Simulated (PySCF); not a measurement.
C7H13OP.
Cartesian coordinates in Å at the GFN2-xTB level; atoms count from 1:
```
atom  x, y, z in Å
C1    -2.1693    1.1207   -0.2113
C2    -1.3100   -0.0912   -0.5611
C3    -1.9351   -1.3653    0.0193
C4     0.1122    0.0373   -0.0880
C5     0.5936    0.9484    0.7510
C6     2.0511    0.8770    1.0890
P7     2.7207   -0.1422   -0.2816
O8     3.9145   -0.9577   -0.0539
C9     1.1143   -0.9733   -0.5824
H10   -1.7222    2.0330   -0.5977
H11   -2.2835    1.2133    0.8659
H12   -3.1586    1.0108   -0.6492
H13   -1.2867   -0.1913   -1.6541
H14   -2.9667   -1.4604   -0.3113
H15   -1.9237   -1.3258    1.1063
H16   -1.3914   -2.2504   -0.3009
H17   -0.0050    1.7230    1.2004
H18    2.2278    0.3403    2.0284
H19    2.5182    1.8594    1.1736
H20    2.8318    0.7579   -1.3437
H21    1.1002   -1.8858    0.0245
H22    0.9573   -1.2584   -1.6239
```

NICS is the negative of the GIAO shielding at a point without a nucleus: at the ring centre (0) and 1 Å above and below it (1); zz is the component along the ring normal. Level: GIAO PBE0/pcSseg-1 (PySCF, non-relativistic, gas phase) on the GFN2-xTB geometry, one conformer.

Ring bond lengths (Å), with Mayer bond orders in brackets: C4–C5 1.329 (1.85), C5–C6 1.498 (1.02), C6–P7 1.835 (0.91), P7–C9 1.834 (0.90), C9–C4 1.507 (1.03).

Question: Give the NICS values of each ring in ppm.

Answer: 
| ring | type | NICS(0) | NICS(1), two faces | NICS(1)zz, two faces | rms pucker (Å) | centre to ring atoms, mean (Å) |
| --- | --- | --- | --- | --- | --- | --- |
| C4–C5–C6–P7–C9 | 5-membered ring with P; formal bonds 1 double, 4 single | -3.5 | -6.5 / -1.7 | -4.1 / 2.1 | 0.15 | 1.34 |

Question: What do they say, and how far can they be read as aromaticity?

Answer: 
- C4–C5–C6–P7–C9: mean NICS(1)zz -1.0 ppm, near zero. C6, P7, C9 have four or more neighbours; no verdict on aromaticity is drawn. The two faces differ by 6.2 ppm, so no symmetry operation interchanges them.

Question: At the second NICS(1) probe listed for ring C4–C5–C6–P7–C9, 1 Å off the ring, how large is the induced field along the normal in 11.7 T applied along it?

Answer: NICSzz × B0 = 2.1 ppm × 11.7 T = 25 μT, along the applied field.
